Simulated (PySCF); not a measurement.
**Frontier orbitals and the lowest excitations**

C3H6F4OSi.
Structure used (GFN2-xTB), in Å, numbered top down from 1:
```xyz
15
C3H6F4OSi angstrom
C      2.8717    0.3488    0.1094
O      1.4827    0.5308    0.2107
Si     0.2801   -0.5050   -0.0216
F      0.3665   -1.1054   -1.5149
C     -1.2426    0.6216    0.0672
C     -2.4705   -0.1984    0.2996
F     -2.6752   -1.1222   -0.6520
F     -3.5944    0.5404    0.3471
F     -2.4275   -0.8714    1.4652
H      3.3347    1.3348    0.0876
H      3.1252   -0.1952   -0.8005
H      3.2401   -0.2084    0.9718
H      0.2576   -1.6751    0.8335
H     -1.3845    1.1692   -0.8639
H     -1.1683    1.3435    0.8776
```

Method: TDDFT B3LYP/def2-SVPD, vertical, gas phase, core orbitals frozen in the response in PySCF 2.14.0, density-fitted response routines.

Frontier orbitals with the atoms that hold most of them (Löwdin shares over 4%, at most four atoms; ? is withheld):

| orbital | ε (eV) | atoms |
| --- | --- | --- |
| HOMO-3 | -10.95 | C5 18%, F7 14%, F8 13%, F9 12% |
| HOMO-2 | -9.89 | C5 23%, O2 16%, Si3 15%, F4 10% |
| HOMO-1 | -9.21 | ? |
| HOMO | -8.78 | ? |
| LUMO | ? | C1 24%, Si3 24%, O2 10%, F4 7% |
| LUMO+1 | 0.39 | Si3 20%, C5 16%, O2 12%, H14 10% |
| LUMO+2 | 0.49 | Si3 22%, H13 12%, C5 11%, F4 10% |

**Question.** Which atoms hold the HOMO-1, and with what shares?

**Answer.** O2 (bonded to C and Si) 49%; C1 (bonded to O and 3 H) 15%; H11 (bonded to C) 9%; Si3 (bonded to C, F, O and H) 7%.

**Question.** Which atoms hold the HOMO, and with what shares?

**Answer.** O2 (bonded to C and Si) 49%; C1 (bonded to O and 3 H) 12%; Si3 (bonded to C, F, O and H) 11%; H13 (bonded to Si) 8%.

**Question.** What is the LUMO energy, and the HOMO–LUMO gap?

**Answer.** ε(LUMO) = 0.06 eV; the gap is 8.84 eV (0.3247 hartree).

**Question.** The HOMO–LUMO gap is 8.84 eV. Where does the response calculation put the lowest singlet, and from which orbitals?

**Answer.** S1 is at 7.77 eV (f = 0.010), 1.07 eV below the gap, made of HOMO→LUMO (96%). 

**Question.** One configuration dominates each of S1, S3 and S8. Which, and how do the shares of the two leading atoms of either orbital change from the occupied to the empty one?

**Answer.** 
- S1 (7.77 eV, f 0.010), HOMO→LUMO (96%): O2 49% → 10%, C1 12% → 24%, Si3 11% → 24%
- S3 (8.23 eV, f 0.015), HOMO-1→LUMO (74%): O2 49% → 10%, C1 15% → 24%, Si3 7% → 24%
- S8 (9.02 eV, f 0.023), HOMO-2→LUMO (85%): C5 23% → at most 8%, O2 16% → 10%, C1 at most 11% → 24%, Si3 15% → 24%

On Intel Xeon Platinum 8259CL at 2.50 GHz, one thread, no GPU (shared host), this took 72 s wall and 0.99 GiB of memory at its peak.

One conformer stands for the species.
